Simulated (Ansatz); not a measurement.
Born–Oppenheimer molecular dynamics of Cl3H6N2Ta (12 atoms, charge 0, multiplicity 1). It starts at the highest image of a converged band, a first-order saddle point between two minima.

Computed with RKS revPBE-D4/def2-SVP (Ansatz 0.2.0).

```
ensemble                      : NVE (velocity Verlet)
time step                     : 0.5 fs
steps asked                   : 200
starting velocities drawn for : 300 K
seed                          : 4684
```

Frames 1 fs apart, positions in Å, forces in eV/Å.

Velocities at 60 fs (Å/ps):

```
Ta -0.56 -1.43 -0.16
N 4.21 4.86 4.85
H 21.08 -20.79 8.63
H 11.46 3.13 -15.30
N 5.13 0.86 -3.74
H 18.30 32.22 5.45
H 19.98 1.94 -12.69
Cl 2.59 4.66 0.88
Cl -1.23 -1.38 -2.18
Cl -2.87 1.16 2.25
H -17.46 18.26 9.68
H -30.11 -13.69 -16.05
```

```xyz
12
Properties=species:S:1:pos:R:3:forces:R:3 time_fs=60 energy_less_start_eV=-0.084 T=368
Ta -0.047 -0.158 -0.102 0.67 0.66 -0.04
N 2.558 -0.282 -0.074 -0.58 4.15 3.69
H 3.153 -0.242 0.834 -1.26 -0.47 -1.61
H 2.891 0.528 -0.611 -0.01 -0.08 -0.34
N 0.463 -0.002 1.819 -0.59 0.02 0.19
H -0.352 0.101 2.461 0.09 -0.12 -0.41
H 1.261 0.222 2.416 0.39 -0.03 -0.30
Cl 0.568 0.470 -2.394 0.18 -0.35 0.83
Cl -1.360 1.909 -0.196 0.16 -0.46 0.06
Cl -1.953 -1.447 0.143 -0.04 0.12 0.06
H 0.500 -1.769 -0.627 0.06 -0.04 -0.13
H 2.725 -1.081 -0.565 0.92 -3.40 -2.00
12
Properties=species:S:1:pos:R:3:forces:R:3 time_fs=61 energy_less_start_eV=-0.188 T=445
Ta -0.047 -0.160 -0.102 0.56 1.00 0.06
N 2.562 -0.276 -0.068 -0.05 2.34 2.17
H 3.168 -0.265 0.835 -1.26 -0.35 -1.67
H 2.902 0.530 -0.628 -0.11 -0.41 -0.01
N 0.468 -0.001 1.815 -0.25 0.12 0.35
H -0.333 0.132 2.464 -0.01 -0.14 -0.36
H 1.282 0.224 2.402 0.15 -0.10 -0.48
Cl 0.570 0.475 -2.393 0.19 -0.38 0.83
Cl -1.361 1.908 -0.198 0.15 -0.45 0.06
Cl -1.956 -1.446 0.146 -0.04 0.12 0.06
H 0.483 -1.751 -0.618 0.18 -0.33 -0.25
H 2.699 -1.109 -0.589 0.50 -1.42 -0.78
12
Properties=species:S:1:pos:R:3:forces:R:3 time_fs=62 energy_less_start_eV=-0.225 T=474
Ta -0.048 -0.161 -0.102 0.47 1.31 0.14
N 2.567 -0.268 -0.060 -0.02 0.21 0.07
H 3.171 -0.291 0.820 -0.93 -0.22 -1.22
H 2.912 0.529 -0.645 -0.17 -0.62 0.25
N 0.472 0.000 1.812 0.08 0.19 0.40
H -0.314 0.163 2.465 -0.13 -0.14 -0.25
H 1.305 0.224 2.383 -0.07 -0.16 -0.59
Cl 0.573 0.479 -2.392 0.19 -0.40 0.83
Cl -1.362 1.906 -0.201 0.13 -0.45 0.06
Cl -1.959 -1.444 0.148 -0.04 0.12 0.07
H 0.468 -1.737 -0.612 0.29 -0.59 -0.35
H 2.677 -1.150 -0.621 0.19 0.75 0.58
12
Properties=species:S:1:pos:R:3:forces:R:3 time_fs=63 energy_less_start_eV=-0.153 T=419
Ta -0.048 -0.162 -0.102 0.39 1.54 0.19
N 2.571 -0.260 -0.052 -0.56 -1.20 -1.87
H 3.166 -0.320 0.793 -0.26 -0.14 -0.30
H 2.921 0.521 -0.659 -0.16 -0.64 0.40
N 0.477 0.001 1.808 0.31 0.21 0.33
H -0.297 0.192 2.462 -0.23 -0.13 -0.12
H 1.328 0.223 2.358 -0.20 -0.18 -0.60
Cl 0.576 0.484 -2.390 0.20 -0.42 0.83
Cl -1.363 1.905 -0.203 0.12 -0.45 0.07
Cl -1.962 -1.443 0.150 -0.04 0.12 0.07
H 0.455 -1.728 -0.608 0.36 -0.78 -0.42
H 2.658 -1.185 -0.647 0.06 2.06 1.41
12
Properties=species:S:1:pos:R:3:forces:R:3 time_fs=64 energy_less_start_eV=-0.061 T=350
Ta -0.049 -0.163 -0.102 0.34 1.64 0.19
N 2.574 -0.253 -0.046 -1.45 -1.90 -3.40
H 3.158 -0.349 0.764 0.59 -0.13 0.86
H 2.928 0.508 -0.669 -0.08 -0.49 0.43
N 0.482 0.002 1.806 0.34 0.19 0.18
H -0.282 0.219 2.459 -0.27 -0.12 -0.02
H 1.348 0.221 2.328 -0.20 -0.16 -0.50
Cl 0.579 0.488 -2.388 0.21 -0.43 0.83
Cl -1.365 1.903 -0.205 0.12 -0.46 0.08
Cl -1.964 -1.442 0.153 -0.03 0.13 0.08
H 0.446 -1.726 -0.609 0.40 -0.84 -0.45
H 2.639 -1.201 -0.661 0.03 2.57 1.74
12
Properties=species:S:1:pos:R:3:forces:R:3 time_fs=65 energy_less_start_eV=-0.048 T=340
Ta -0.049 -0.165 -0.102 0.30 1.59 0.14
N 2.577 -0.247 -0.042 -2.17 -2.14 -4.02
H 3.155 -0.380 0.743 1.19 -0.16 1.64
H 2.935 0.490 -0.676 0.07 -0.17 0.32
N 0.488 0.004 1.803 0.18 0.15 -0.02
H -0.269 0.246 2.455 -0.22 -0.12 0.03
H 1.367 0.217 2.293 -0.09 -0.10 -0.32
Cl 0.581 0.492 -2.386 0.21 -0.44 0.83
Cl -1.366 1.901 -0.207 0.13 -0.47 0.09
Cl -1.967 -1.441 0.155 -0.02 0.14 0.08
H 0.441 -1.732 -0.614 0.39 -0.77 -0.43
H 2.621 -1.192 -0.657 0.02 2.48 1.67
12
Properties=species:S:1:pos:R:3:forces:R:3 time_fs=66 energy_less_start_eV=-0.145 T=414
Ta -0.050 -0.166 -0.102 0.28 1.43 0.04
N 2.578 -0.243 -0.041 -2.23 -2.00 -3.18
H 3.164 -0.413 0.737 1.08 -0.03 1.45
H 2.942 0.470 -0.679 0.27 0.25 0.12
N 0.493 0.005 1.800 -0.10 0.11 -0.19
H -0.259 0.271 2.452 -0.10 -0.14 0.03
H 1.384 0.212 2.256 0.07 -0.03 -0.11
Cl 0.584 0.496 -2.384 0.22 -0.44 0.83
Cl -1.367 1.899 -0.209 0.14 -0.48 0.10
Cl -1.970 -1.439 0.157 0.00 0.15 0.08
H 0.439 -1.746 -0.623 0.35 -0.58 -0.36
H 2.603 -1.160 -0.639 0.02 1.76 1.19
12
Properties=species:S:1:pos:R:3:forces:R:3 time_fs=67 energy_less_start_eV=-0.239 T=484
Ta -0.050 -0.167 -0.102 0.26 1.18 -0.08
N 2.577 -0.239 -0.042 -1.66 -1.18 -1.10
H 3.183 -0.446 0.745 0.39 0.28 0.53
H 2.951 0.453 -0.682 0.45 0.62 -0.05
N 0.498 0.007 1.797 -0.38 0.09 -0.31
H -0.249 0.295 2.449 0.06 -0.17 0.00
H 1.403 0.207 2.217 0.20 0.04 0.07
Cl 0.587 0.500 -2.382 0.23 -0.44 0.83
Cl -1.368 1.897 -0.211 0.15 -0.50 0.11
Cl -1.973 -1.438 0.160 0.02 0.16 0.08
H 0.441 -1.765 -0.636 0.29 -0.31 -0.26
H 2.584 -1.112 -0.609 0.00 0.22 0.18
12
Properties=species:S:1:pos:R:3:forces:R:3 time_fs=68 energy_less_start_eV=-0.169 T=431
Ta -0.050 -0.167 -0.103 0.24 0.91 -0.23
N 2.576 -0.237 -0.043 -0.85 0.57 1.38
H 3.205 -0.475 0.757 -0.38 0.64 -0.46
H 2.966 0.442 -0.684 0.51 0.76 -0.08
N 0.503 0.008 1.794 -0.51 0.10 -0.36
H -0.239 0.318 2.445 0.20 -0.20 -0.01
H 1.423 0.202 2.179 0.19 0.08 0.18
Cl 0.590 0.504 -2.380 0.23 -0.43 0.82
Cl -1.369 1.894 -0.213 0.17 -0.51 0.12
Cl -1.976 -1.436 0.162 0.05 0.17 0.08
H 0.446 -1.787 -0.651 0.22 -0.01 -0.14
H 2.566 -1.062 -0.577 -0.06 -2.09 -1.31
12
Properties=species:S:1:pos:R:3:forces:R:3 time_fs=69 energy_less_start_eV=-0.014 T=314
Ta -0.051 -0.168 -0.103 0.22 0.66 -0.37
N 2.574 -0.235 -0.044 -0.09 2.19 2.97
H 3.223 -0.499 0.765 -0.90 0.88 -1.08
H 2.984 0.438 -0.688 0.41 0.62 0.08
N 0.508 0.010 1.790 -0.43 0.13 -0.37
H -0.227 0.338 2.442 0.28 -0.21 0.01
H 1.445 0.198 2.142 0.02 0.09 0.22
Cl 0.593 0.508 -2.377 0.24 -0.43 0.82
Cl -1.370 1.892 -0.215 0.19 -0.53 0.14
Cl -1.979 -1.435 0.165 0.08 0.18 0.08
H 0.452 -1.809 -0.668 0.15 0.26 -0.02
H 2.548 -1.032 -0.558 -0.16 -3.84 -2.46
12
Properties=species:S:1:pos:R:3:forces:R:3 time_fs=70 energy_less_start_eV=-0.026 T=322
Ta -0.051 -0.169 -0.103 0.21 0.45 -0.51
N 2.571 -0.231 -0.043 0.38 1.82 2.54
H 3.233 -0.515 0.764 -1.09 0.95 -1.27
H 3.007 0.439 -0.690 0.18 0.27 0.32
N 0.512 0.012 1.787 -0.17 0.14 -0.38
H -0.212 0.357 2.439 0.29 -0.20 0.08
H 1.467 0.195 2.108 -0.24 0.08 0.21
Cl 0.596 0.511 -2.374 0.23 -0.42 0.80
Cl -1.370 1.889 -0.217 0.20 -0.54 0.15
Cl -1.982 -1.433 0.167 0.10 0.19 0.08
H 0.460 -1.829 -0.684 0.09 0.48 0.08
H 2.528 -1.037 -0.562 -0.18 -3.23 -2.11
12
Properties=species:S:1:pos:R:3:forces:R:3 time_fs=71 energy_less_start_eV=-0.133 T=402
Ta -0.051 -0.170 -0.103 0.21 0.30 -0.64
N 2.570 -0.225 -0.040 0.40 0.02 0.69
H 3.233 -0.521 0.750 -0.96 0.84 -1.04
H 3.031 0.444 -0.690 -0.09 -0.11 0.53
N 0.517 0.013 1.783 0.12 0.14 -0.41
H -0.194 0.373 2.437 0.23 -0.16 0.18
H 1.487 0.192 2.075 -0.48 0.07 0.21
Cl 0.600 0.515 -2.370 0.23 -0.41 0.79
Cl -1.371 1.886 -0.219 0.21 -0.55 0.16
Cl -1.985 -1.432 0.169 0.13 0.20 0.08
H 0.469 -1.844 -0.700 0.03 0.63 0.16
H 2.506 -1.072 -0.585 -0.03 -0.95 -0.71
```

Of the whole run (100 fs, mean temperature of the second half 397 K): The conserved energy stayed within 0.46 meV per atom of its start (net change 0.071 meV per atom), so the integration is sound. The kinetic energy rose, since the run started high on the potential surface and went downhill. A run of 0.1 ps of so small a system gives no equilibrium averages. The orbitals stay closed-shell, which can raise the energy where a bond breaks towards radicals; this wasn't checked here.

The run took 9.8 min on 4 threads of Arm Neoverse V1, on a shared host, peak memory 0.24 GiB.
